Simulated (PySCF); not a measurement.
Compound: BF3.
SMILES with atom numbers: `[F:1][B:2]([F:3])[F:4]`

A GFN2-xTB structure was refined with PBE0-D3(BJ)/def2-SVP geometry optimisation, gas phase in PySCF 2.14.0. Its GFN2-xTB values:

```csv
coordinate,GFN2-xTB
F1–B2,1.290 Å
B2–F3,1.285 Å
F1–B2–F3,118.5°
```

Problem. How do these coordinates change at the PBE0-D3(BJ)/def2-SVP level?

Solution. 
| coordinate | PBE0-D3(BJ)/def2-SVP (Å or °) | change |
| --- | --- | --- |
| B2–F3 | 1.309 | +0.024 |
| F1–B2 | 1.310 | +0.020 |
| F1–B2–F3 | 120.2 | +1.7 |

The energy falls by 5.0 kJ/mol over 13 energy and gradient evaluations, the largest force component goes from 0.0280 to 3.0e-04 Eh/bohr, and the atoms move by 0.027 Å rms after alignment. The bond that changes most is B2–F3 (three-coordinate boron to boron-bound fluorine), which lengthens by 0.024 Å. Bonds longer at the end by more than 0.005 Å: 2 of 3; shorter: 0. Rotational constants go from 11021, 10208, 5299 to 10358, 10324, 5170 MHz.

The run used 56 basis functions and 71 SCF cycles in all. Hardware: Arm Neoverse V2, one thread, shared host with 96 logical CPUs at a one-minute load of 19. Cost: 6.8 s of wall time, 0.28 GiB resident at most.

No frequency check.
